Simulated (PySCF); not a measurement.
## Electric field gradients and quadrupole coupling constants

Compound: C8H9NO.
Atom-mapped SMILES: `[CH:1]#[C:2][C:3](=[CH2:4])[C:5](=[CH2:6])[CH2:7][C:8]([NH2:9])=[O:10]` (hydrogens: H11 on C1; H12, H13 on C4; H14, H15 on C6; H16, H17 on C7; H18, H19 on N9)

Structure used (PBE0-D3(BJ)/def2-SVP), in Å, numbered top down from 1:
```
atom  x, y, z in Å
C1     0.1626   -2.1819    1.6647
C2     0.7356   -1.3445    0.9969
C3     1.3657   -0.3352    0.1953
C4     2.4454   -0.6455   -0.5485
C5     0.7640    1.0272    0.2152
C6     1.5388    2.1201    0.1855
C7    -0.7394    1.1246    0.2595
C8    -1.3879    0.6960   -1.0562
N9    -1.5306   -0.6444   -1.2144
O10   -1.7342    1.5028   -1.8920
H11   -0.3191   -2.9277    2.2703
H12    2.8990    0.0985   -1.2067
H13    2.8808   -1.6462   -0.5191
H14    1.0971    3.1191    0.1615
H15    2.6289    2.0478    0.1977
H16   -1.0395    2.1654    0.4268
H17   -1.1257    0.5076    1.0875
H18   -1.1925   -1.3062   -0.5278
H19   -1.8790   -0.9826   -2.1017
```

Field gradients from the PBE0/pcSseg-1 density (PySCF, non-relativistic), principal values in atomic units, ordered |Vxx| ≤ |Vyy| ≤ |Vzz|:

```tsv
atom	Vxx	Vyy	Vzz
N9	0.4430	0.4999	-0.9429
O10	0.8059	0.8259	-1.6319
```

Find the asymmetry η = (Vxx − Vyy)/Vzz and the couplings χ = eQV/h (234.96 MHz × Q in barn × V in au), with Q(14N) = 0.02044 b, Q(17O) = −0.0256 b.

```csv
atom,environment,nucleus,η,χzz (MHz),χxx (MHz),χyy (MHz)
N9,amide nitrogen,14N,0.06,-4.528,2.128,2.401
O10,amide oxygen,17O,0.01,9.82,-4.85,-4.97
```

The gradient is axial or nearly so (η below 0.05) at O10. The tensor is traceless: Vxx + Vyy + Vzz = 0.

What is Vzz at N9 in SI units (1 au = 9.71736 × 10²¹ V/m²)?

-0.9429 au = -9.163 × 10²¹ V/m².

Were the hydrogens deuterons (Q(2H) = 0.00286 b), χzz would run from 189 kHz (H17) to 270 kHz (H19).

One conformer (not necessarily the lowest) at the PBE0-D3(BJ)/def2-SVP geometry, without solvent, vibrations or thermal averaging. With so small a basis the couplings can be 20 % off.
